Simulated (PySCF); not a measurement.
Species: C3H12Ge2Si.
Z-matrix (Å and degrees, PBE0-D3(BJ)/def2-SVP geometry), rows numbered from 1:
```
C 
C   1  1.3359
Ge  2  1.9424  1  123.90
Ge  3  2.4322  2  109.59  1  -112.73
C   4  1.9645  3  111.57  2  -164.62
Si  4  2.3843  3  107.19  2   -42.91
H   1  1.0963  2  122.01  3    -1.74
H   1  1.0960  2  121.85  3   178.40
H   2  1.0978  1  118.72  3  -178.08
H   3  1.5454  2  109.67  1   128.42
H   3  1.5436  2  108.52  1     9.73
H   4  1.5467  3  108.95  2    74.33
H   5  1.1000  4  110.42  3   -60.54
H   5  1.0995  4  110.36  3   179.25
H   5  1.0994  4  109.97  3    59.33
H   6  1.4960  4  110.15  3    64.07
H   6  1.4976  4  109.70  3   -54.86
H   6  1.4968  4  111.94  3  -174.94
```

Method: TDDFT PBE0/def2-SVPD, vertical, gas phase, core orbitals frozen in the response (PySCF). Relativistic effects, spin–orbit coupling among them, are left out although an element past zinc is present.

Broadening: Gaussians 0.3 eV wide at half height, area fixed by f = 4.319×10⁻⁹ ∫ε dν̃. The width is an assumption, not a result. The curve ends short of the highest state used, and states not computed would add to its high-energy end.

| E (eV) | ε (L mol⁻¹ cm⁻¹) |
| --- | --- |
| 5.47 | 20 |
| 5.49 | 35 |
| 5.52 | 75 |
| 5.54 | 121 |
| 5.56 | 191 |
| 5.59 | 362 |
| 5.61 | 538 |
| 5.63 | 780 |
| 5.66 | 1301 |
| 5.68 | 1774 |
| 5.70 | 2361 |
| 5.73 | 3464 |
| 5.75 | 4341 |
| 5.77 | 5315 |
| 5.80 | 6895 |
| 5.82 | 7977 |
| 5.85 | 9542 |
| 5.87 | 10494 |
| 5.89 | 11341 |
| 5.92 | 12394 |
| 5.94 | 12966 |
| 5.96 | 13463 |
| 5.99 | 14152 |
| 6.01 | 14633 |
| 6.03 | 15166 |
| 6.06 | 16090 |
| 6.08 | 16769 |
| 6.10 | 17454 |
| 6.13 | 18368 |
| 6.15 | 18805 |
| 6.17 | 19033 |
| 6.20 | 18889 |
| 6.22 | 18444 |
| 6.24 | 17733 |
| 6.27 | 16254 |
| 6.29 | 15076 |
| 6.31 | 13824 |
| 6.34 | 11941 |
| 6.36 | 10761 |
| 6.38 | 9686 |
| 6.41 | 8316 |
| 6.43 | 7580 |
| 6.45 | 6992 |
| 6.48 | 6397 |

(1) Locate the maxima and give the states behind the curve.

(2) Coming from long wavelengths, where does ε first pass 100 L mol⁻¹ cm⁻¹?

(3) Does any computed singlet lie in the visible range?

(4) On this curve, what absorbance would a 10⁻⁴ mol/L sample give at 222 nm over a 1 cm path?

## Answers

(1) 201 nm (6.18 eV), ε about 19000, made up of S2 (89%) (ε in L mol⁻¹ cm⁻¹; maxima over ε = 5, shares over 10%). The states used: S1 5.92 eV (f 0.118); S2 6.19 eV (f 0.189); S3 6.39 eV (f 0.030); S4 6.51 eV (f 0.026); S5 6.80 eV (f 0.028); S6 6.82 eV (f 0.232); S7 6.85 eV (f 0.0055); S8 6.92 eV (f 0.072); S9 6.93 eV (f 0.039); S10 7.08 eV (f 0.093).

(2) At about 224 nm (5.53 eV), 0.39 eV below S1.

(3) No computed singlet lies in the visible range (380 to 750 nm); the lowest, at 209 nm, stands 2.66 eV above its violet end (3.26 eV).

(4) 222 nm is 5.585 eV, where ε is about 330 L mol⁻¹ cm⁻¹, so A = ε c l ≈ 0.033 (Beer–Lambert, with the gas-phase spectrum and the assumed width).

All these states lie below the vertical ionisation energy of 8.82 eV (ΔSCF).

One conformer stands for the species.
